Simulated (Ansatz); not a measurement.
Program: Ansatz. Geometries: PBE0-D4/def2-TZVP. ΔE: electronic, gas phase. CCSD(T)/CBS adds triple-zeta CCSD(T) − MP2 to the extrapolated MP2 energy (def2 sets, frozen cores). This one scheme is used for every species. Functionals use def2-TZVPP. B3LYP here is the variant with VWN-RPA as its local correlation; programs differ in this. For Se outer-core shells are correlated without core-valence functions, which leaves a few kJ/mol of doubt a bond. Scalar relativity is left out up to krypton. One conformer a species, not always the lowest.

`N[SiH2][Se][SiH3]` + acetylene → `C#C[Se][SiH3]` + `N[SiH3]`  (formal exchange of groups at the Se–Si bond)

`N[SiH2][Se][SiH3]`:

Z-matrix (Å, degrees):
```
Si
Se 1 2.298
N 1 1.710 2 117.4
H 1 1.481 2 103.5 3 119.9
H 1 1.483 2 107.8 3 -120.5
Si 2 2.271 1 93.9 3 74.5
H 3 1.008 1 119.2 2 -78.0
H 3 1.008 1 119.7 2 63.6
H 6 1.485 2 111.4 1 75.3
H 6 1.483 2 107.7 1 -164.4
H 6 1.488 2 110.4 1 -45.1
```

`C#C`:

```xyz
4

C    -0.039   -0.156   -0.577
C     0.039    0.156    0.577
H    -0.109   -0.433   -1.602
H     0.109    0.433    1.602
```

`C#C[Se][SiH3]`:

```xyz
8

C    -0.425    1.208    2.040
C    -0.872    0.726    1.031
Se   -1.587    0.007   -0.487
Si    0.433   -0.769   -1.248
H    -0.032    1.635    2.932
H     1.365    0.364   -1.449
H     0.997   -1.738   -0.280
H     0.121   -1.433   -2.539
```

`N[SiH3]`:

Cartesian coordinates in Å:
```
N 0.846 -0.486 0.432
Si -0.514 0.371 -0.180
H 1.728 -0.430 -0.052
H 0.718 -1.401 0.834
H -0.090 1.769 -0.448
H -1.109 -0.162 -1.443
H -1.578 0.339 0.857
```

```csv
level,ΔE (kJ/mol),difference from CCSD(T)/CBS
PBE-D4,112.0,-8.6
r2SCAN-D4,116.9,-3.7
PBE0-D4,116.5,-4.1
B3LYP-D4,111.9,-8.7
ωB97X-V,113.3,-7.3
ωB97M-V,117.8,-2.8
B2PLYP,108.7,-11.9
PBE,108.0,-12.6
r2SCAN,115.8,-4.8
PBE0,112.8,-7.8
B3LYP,105.5,-15.1
HF/def2-TZVPP,112.4,-8.2
MP2/def2-TZVPP,111.8,-8.8
SCS-MP2/def2-TZVPP,107.0,-13.6
CCSD/def2-TZVPP,112.1,-8.5
CCSD(T)/def2-TZVPP,111.8,-8.8
HF/def2-QZVPP,112.0,-8.6
MP2/def2-QZVPP,116.7,-3.9
SCS-MP2/def2-QZVPP,111.6,-9.0
HF/CBS(def2),111.9,-8.7
MP2/CBS(def2),120.6,0.0
CCSD/CBS(def2),120.9,0.3
CCSD(T)/CBS,120.6,0
```

Largest T1 diagnostic among the species: 0.013.

From PBE to PBE0 (25 % exact exchange), in def2-TZVPP and without D4, ΔE moves by +4.9 kJ/mol. The D4 term adds +6.4 kJ/mol with B3LYP and +3.7 kJ/mol with PBE0; it sums over pairs of atoms, weighted by their polarisabilities, and B3LYP, whose exchange is more repulsive, gets the larger term.
